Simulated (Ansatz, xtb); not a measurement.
# CH4BFSi: where a starting geometry ends

The starting geometry of this gas-phase singlet was built from a drawn formula by distance geometry and a force field; its bonds are those of `F[Si+]1[BH2-]C1`.

```yaml
atoms:
  - { symbol: C, position_ang: [-0.2208, 0.1506, 0.4121] }
  - { symbol: B, position_ang: [0.1836, 0.6091, 1.8052] }
  - { symbol: F, position_ang: [-3.2506, 1.3578, 1.5035] }
  - { symbol: Si, position_ang: [-1.6769, 0.8778, 1.3243] }
  - { symbol: H, position_ang: [0.3575, -0.2627, 2.5725] }
  - { symbol: H, position_ang: [0.8523, 1.6113, 1.8454] }
  - { symbol: H, position_ang: [-0.2740, -0.9372, 0.2286] }
  - { symbol: H, position_ang: [0.1410, 0.7797, -0.4593] }
```

Task: Predict what it relaxes into with r2SCAN-D4/def2-SVP.

Result: A bond breaks, leaving `BC[Si]F`. Contacts that open: B2–Si4 (1.94 → 2.97 Å).

The energy falls by 1.88 eV over 16 steps:

| step | E − E(last) (eV) |
| --- | --- |
| 1 | 1.877 |
| 3 | 1.005 |
| 4 | 0.815 |
| 6 | 0.778 |
| 8 | 0.547 |
| 9 | 0.332 |
| 11 | 0.053 |
| 13 | 0.008 |
| 14 | 0.000 |
| 16 | 0.000 |

Final geometry (Å):

```xyz
8

C    -0.5055    0.4102    0.8555
B     0.7252    0.4631    1.7684
F    -3.0709    0.8037    0.2227
Si   -2.1643    1.0983    1.5620
H     0.9737   -0.4466    2.5275
H     1.4369    1.4420    1.7922
H    -0.8434   -0.6076    0.5711
H    -0.4396    1.0232   -0.0669
```

From the same start GFN2-xTB reaches the same bonding as this run.

No frequencies were run, so the end isn't proven a minimum. Run with Ansatz 0.2.0, 19 s on 2 threads of Intel(R) Xeon(R) Platinum 8375C CPU @ 2.90GHz (Ice Lake), on a shared host.
